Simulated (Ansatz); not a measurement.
```xyz
7

S     0.0243    0.0435   -0.0043
F     1.5321   -0.0120   -0.0009
F    -1.5446   -0.0345    0.0028
F    -0.0106    1.6172    0.0324
F    -0.0453   -1.5864   -0.0203
F    -0.0121    0.0430    1.5582
F     0.0309   -0.0065   -1.6194
```

Basis set: STO-3G (spherical functions). Left uncorrelated: 11 orbitals. Charge 0, multiplicity 1.

Computed with Ansatz (development build ahead of 0.2.0); each method stands on the lowest determinant of its kind that the runs found. Restricted open shells among the atoms or ions are ROHF, correlated in semicanonical orbitals with singles.

Give the atomization energy at this shape (free ground-state atoms in the same class of orbitals less the molecule, no zero-point energy) of singlet SF6 by RHF-MP2, RHF.

```csv
method,atomization energy
RHF-MP2,-11.19 kcal/mol
RHF,-95.63 kcal/mol
```

Caution: the shape is not the minimum. Caution for RHF: the molecule lies well above its atoms at this level.

This basis has no polarisation functions and is too small for such energies, which can lie far from measured ones in either direction.
